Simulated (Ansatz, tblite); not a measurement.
Cost and result up the ladder for the cluster As₃P₅⁻ (8 atoms). The state is a doublet with charge -1. Geometry: PBE-D4/def2-SVP.

Cartesian coordinates in Å:
```
P 1.7508 0.6822 1.7867
P -0.0083 0.1874 -2.0464
P -0.8654 1.4754 -0.3966
P 0.8396 2.2900 0.6738
P -1.6507 -0.2666 0.8092
As 0.4738 -1.1885 1.4228
As 0.9786 -1.6613 -0.9750
As -1.5184 -1.5185 -1.2746
```

Ansatz on 4 threads of Arm Neoverse V2 on a shared host; xTB runs through tblite on one thread. Times are rough, summed over both states, and most runs start from the orbitals of an earlier one. r2SCAN0-D4/def2-TZVPD serves as the yardstick here, not as an exact answer. Differences are given only for rows in sets of like size (and for xTB, whose basis is part of the method), since another set adds its own error. The other state is a quartet at its own geometry, which has other bonds, so the gap mixes isomer and spin.

The 6-31G sets use Cartesian d functions. The xTB rows come from tblite. LC-ωPBE has ω = 0.4 bohr⁻¹. B3LYP takes the VWN-RPA correlation. Correlated methods freeze 52 core orbitals; core or outer-core shells of As are correlated, in sets that lack core-valence functions. The rows differ in basis, and correlated rows in double-zeta sets carry the largest basis error. Another isomer (doublet) lies 0.07 eV lower at PBE0-D4/def2-TZVPD.

Correlated methods converge slowly with the basis, most of all in double-zeta sets.

xTB has no spin-polarisation term.

```csv
level,functions,quartet − doublet (eV),difference from r2SCAN0-D4/def2-TZVPD (eV)
GFN2-xTB,72,1.41,0.20
r2SCAN0-D4/def2-TZVPD,377,1.21,0.00
GFN1-xTB,72,2.01,0.80
PBE-D4/def2-TZVPD (with forces),377,1.38,0.17
r2SCAN-D4/def2-TZVPD,377,1.25,0.04
HF/6-31G,152,0.11,–
MP2/def2-SVPD,234,1.55,–
PBE0-D4/def2-TZVPD,377,1.35,0.14
B3LYP-D4/6-31G,152,0.96,–
LC-ωPBE/def2-TZVPD,377,1.32,0.11
```

Estimate how long each takes.

GFN1-xTB 0.037 s; GFN2-xTB 0.037 s; HF/6-31G 22 s; B3LYP-D4/6-31G 24 s; PBE-D4/def2-TZVPD (with forces) 54 s; MP2/def2-SVPD 73 s; LC-ωPBE/def2-TZVPD 2.2 min; r2SCAN-D4/def2-TZVPD 2.2 min; PBE0-D4/def2-TZVPD 2.5 min; r2SCAN0-D4/def2-TZVPD 3.3 min. On shared hardware such times vary by a factor of up to 3.
